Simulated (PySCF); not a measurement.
monofluorogermane, FGeH3, SMILES [F][GeH3], point group C3v.

Level: PBE0/pcSseg-2 in PySCF (density fitting, grid level 2); geometry and Hessian at that level, cubic constants and property derivatives from steps of ±0.6 along each species' dimensionless normal coordinates, second-order vibrational perturbation theory. The parent has the commonest isotopes.

Equilibrium geometry (Å):

```tsv
atom	x	y	z
F1	1.6424	0.1556	0.1152
Ge2	-0.0838	-0.0062	-0.0210
H3	-0.5851	1.2878	-0.6675
H4	-0.6089	-0.1910	1.4051
H5	-0.3302	-1.2348	-0.9005
```

Species: ⁷⁶Ge at 2, ²H at 3. Output of the displacement run:

```
mode    cm-1    km/mol   phi_rrr   E(+)/cm-1  E(-)/cm-1
  1    496.34    23.56      43.9      91.02      88.85
  2    620.70    57.00      -0.5     111.30     113.49
  3    693.17   112.53    -213.7     117.43     132.72
  4    734.35    17.11      -0.9     132.09     132.83
  5    814.92    63.19      15.9     147.84     146.15
  6    870.25    58.16      80.6     159.95     154.10
  7   1549.98    44.39     713.4     306.29     255.02
  8   2174.54    56.59     843.9     423.39     362.75
  9   2179.58   123.78       8.1     394.32     393.67
```

For the shielding of H3 (σe = 25.89 ppm):

```
mode  ω (cm⁻¹)  Σr φrrs (cm⁻¹)   ∂σ/∂q  ∂²σ/∂q²
   1       496              -8   0.004   -0.317
   2       621               0   0.000   -0.096
   3       693            -243  -0.084   -0.004
   4       734              -2   0.000   -0.261
   5       815              93  -0.117   -0.092
   6       870             -36  -0.053   -0.039
   7      1550             485   1.223    0.198
   8      2175             848   0.222   -0.014
   9      2180               4   0.001   -0.005
```

Q: Work out the zero-point average of this shielding.

A: With ⟨qs⟩ = −Σr φrrs/(4ωs) and ⟨qs²⟩ = 1/2: the mean displacements are 0.004, 0.000, 0.088, 0.001, -0.029, 0.010, -0.078, -0.097, 0.000. The anharmonic term Σ (∂σ/∂q)⟨q⟩ is -0.12 ppm, the harmonic term ¼ Σ ∂²σ/∂q² is -0.16 ppm, so ⟨σ⟩ = 25.61 ppm.

Spin–orbit effects of the heavy atoms on shieldings are missing.
